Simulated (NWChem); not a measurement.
System: C₄H₄Si; SMILES C#C[SiH2]C#C

NWChem input:

```
start job
memory heap 200 mb stack 900 mb global 1100 mb
geometry units angstroms noautosym nocenter noautoz
  Si     0.000000     0.000000    -0.839961
  C      1.502225     0.000000     0.199139
  C      2.507438     0.000000     0.879808
  C     -1.502225     0.000000     0.199139
  C     -2.507438     0.000000     0.879808
  H      0.000000    -1.209583    -1.699046
  H      0.000000     1.209583    -1.699046
  H      3.390671     0.000000     1.480006
  H     -3.390671     0.000000     1.480006
end
basis spherical
  * library def2-svp
end
dft
  xc b3lyp
  iterations 150
end
cosmo
  do_cosmo_smd true
  solvent propanol
end
task dft energy
```

The geometry was optimised at B3LYP/6-31G* (spherical d). Solvent: 1-propanol.

Level: B3LYP/def2-SVP with SMD (1 M gas to 1 M solution), gas-phase geometry. Reactions with the solvent are ignored.

Q: What results follow from this input? (B3LYP/def2-SVP, SMD on the gas-phase geometry.) Quantities: solvation free energy (kcal/mol); cavity-dispersion-structure term (kcal/mol); dipole in solution (D).

A: The solvation free energy (kcal/mol) is -0.5 and the cavity-dispersion-structure term (kcal/mol) comes out as 4.4. The dipole in solution (D) is 0.81.
